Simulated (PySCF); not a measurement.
Predicted microwave data (PBE0-D3(BJ)/def2-SVP geometry optimisation, gas phase (PySCF)) for one isomer of C9H9BF2:

| Property | Result |
| --- | --- |
| Rotational constants | A = 2625, B = 397.1, C = 363.1 MHz |
| Dipole components | \|μa\| = 2.52 D, \|μb\| = 0.33 D, \|μc\| = 0.36 D |
| Inertial defect | -73.31 u·Å² |
| κ | -0.97 |

Problem. Which candidate fits, each taken in the one conformer that was computed?
A. `[F:1][B:2]([F:3])[c:4]1[cH:5][cH:6][c:7]([CH:8]2[CH2:9][CH2:10]2)[cH:11][cH:12]1` with C6–C7–C8–C9 35°
B. `[CH2:1]=[CH:2][CH2:3][c:4]1[cH:5][cH:6][c:7]([B:8]([F:9])[F:10])[cH:11][cH:12]1` with C1–C2–C3–C4 119°, C2–C3–C4–C5 98°

Solution. B. It is C=CCc1ccc(B(F)F)cc1, a near-prolate asymmetric top, point group C1. The candidates at the same level (rigid rotor, commonest isotopes):

```json
{"SMILES": "C=CCc1ccc(B(F)F)cc1", "A (MHz)": "2625", "B (MHz)": "397.1", "C (MHz)": "363.1", "μa (D)": "2.52", "μb (D)": "0.33", "μc (D)": "0.36", "Δ (u·Å²)": "-73.31", "point group": "C1", "rotor": "near-prolate asymmetric top"}
{"SMILES": "FB(F)c1ccc(C2CC2)cc1", "A (MHz)": "2918", "B (MHz)": "417.4", "C (MHz)": "375.9", "μa (D)": "3.22", "μb (D)": "0.25", "μc (D)": "0.00", "Δ (u·Å²)": "-39.60", "point group": "Cs", "rotor": "near-prolate asymmetric top"}
```

`FB(F)c1ccc(C2CC2)cc1` has A 11 % too high. No structure here is proved a minimum.
